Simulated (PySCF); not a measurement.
Cartesian coordinates in Å; atom numbers follow the order of the lines, from 1:
```xyz
10

Al    0.004   -0.005   -0.006
C     1.905   -0.018   -0.024
C     3.126   -0.028   -0.035
H     4.203   -0.037   -0.046
C    -0.933    1.649   -0.002
C    -1.531    2.713    0.010
H    -2.059    3.651    0.019
C    -0.945   -1.652    0.007
C    -1.554   -2.710    0.030
H    -2.092   -3.642    0.052
```

- GIAO B3LYP/pcSseg-1 (pcSseg-2 on Al) shieldings
- structure optimised with PBE0-D3(BJ)/def2-SVP
- code: PySCF 2.14.0 with density-fitted response routines
- equivalent nuclei averaged, no solvent model, non-relativistic Hamiltonian, one conformer

Referencing at the same level of theory: TMS for 13C, 1H; 27Al against [Al(H2O)6]3+.

```tsv
atoms	nucleus	count	δ (ppm)
Al1	27Al	1	?
C3/C6/C9	13C	3	?
C2/C5/C8	13C	3	92.6
H4/H7/H10	1H	3	2.04
```

Q: Complete the table.

A: 
- C3/C6/C9: 103.5 ppm, carbon bonded to C, H
- Al1: 162.9 ppm, aluminium bonded to 3 C

Shifts are as computed, not scaled to solution data. Of 1309 compounds with measured shifts, 239 miss one by over three times the rms of a fit or turn the order of signals round; such compounds aren't used in these exercises.
